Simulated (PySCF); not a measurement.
C₆H₇BOS₂.
InChI=1S/C6H7BOS2/c1-2-5(8-3-1)6-4-9-7-10-6/h1-3,6-7H,4H2/t6-/m1/s1

Torsions of this conformer, `[BH:1]1[S:2][CH2:3][C@H:4]([c:5]2[cH:6][cH:7][cH:8][o:9]2)[S:10]1`: C3–C4–C5–C6 132°.

The closed-shell ground state was solved at several levels (PySCF, density fitting, gas phase, non-relativistic). Geometry: PBE0-D3(BJ)/def2-SVP, one conformer, isolated molecule.

| level | basis functions | total energy (Eh) | HOMO (eV) | LUMO (eV) | gap (eV) | dipole (D) |
| --- | --- | --- | --- | --- | --- | --- |
| PBE0/def2-SVPD | 273 | -1128.2210 | -6.78 | -0.86 | 5.92 | 2.85 |
| PBE0/pcSseg-1 | 219 | -1128.6050 | -6.79 | -0.81 | 5.98 | 2.80 |

Problem. Estimate the row for B3LYP/pcSseg-1, a basis of 219 functions; the other rows only guide the guess.

Solution. Total energy -1129.3110 Eh, HOMO -6.56 eV, LUMO -0.94 eV, gap 5.62 eV, dipole 2.76 D.

Problem. Over all these levels, which gives the widest orbital gap and which the narrowest?

Solution. PBE0/pcSseg-1 (global hybrid, 25 % exact exchange) has the widest, 5.98 eV, and B3LYP/pcSseg-1 (global hybrid, 20 % exact exchange) the narrowest, 5.62 eV. The two share the basis. From the narrowest to the widest the HOMO moves by -0.23 eV and the LUMO by +0.13 eV.

Problem. How far do the dipole and the HOMO energy spread over the levels?

Solution. The dipole runs from 2.76 to 2.85 D (mean 2.81 D) and the HOMO from -6.79 to -6.56 eV.
